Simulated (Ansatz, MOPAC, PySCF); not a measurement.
Species: CH$_{5}$O$_{2}$Si (charge 0, doublet). SMILES: C[Si](O)O
Geometry: optimised at B3LYP-D3(BJ)/def2-TZVP (Ansatz, an electronic-structure program).

Unscaled harmonic wavenumbers (cm⁻¹) in rising order, each level at the stationary point that it reaches from this structure (no distance between atoms moves by over 0.3 Å); the order of modes can differ between levels, and a negative number is imaginary. B3LYP-D3(BJ)/def2-TZVP (PySCF, at the structure above): 136, 183, 219, 229, 292, 361, 652, 750, 769, 800, 824, 880, 916, 1268, 1448, 1457, 3025, 3103, 3120, 3856, 3866.

PM3 (MOPAC): 54, 139, 208, 217, 250, 271, 608, 793, 805, 879, 894, 982, 1001, 1306, 1401, 1406, 3116, 3122, 3218, 3922, 3940. Zero-point energy 40.8 against 40.2 kcal/mol; where all levels lie over 400 cm⁻¹, the wavenumbers are on average 1.033 times those of B3LYP-D3(BJ)/def2-TZVP.

HF/6-31G* (Ansatz): 139, 179, 217, 230, 305, 384, 697, 828, 845, 872, 914, 956, 990, 1442, 1598, 1601, 3193, 3266, 3275, 4134, 4145. Zero-point energy 43.2 against 40.2 kcal/mol; where all levels lie over 400 cm⁻¹, the wavenumbers are on average 1.085 times those of B3LYP-D3(BJ)/def2-TZVP.

B3LYP/6-31G* (Ansatz): 126, 162, 212, 231, 286, 367, 644, 765, 782, 815, 853, 903, 923, 1306, 1482, 1490, 3046, 3127, 3141, 3798, 3805. Zero-point energy 40.4 against 40.2 kcal/mol; where all levels lie over 400 cm⁻¹, the wavenumbers are on average 1.012 times those of B3LYP-D3(BJ)/def2-TZVP.
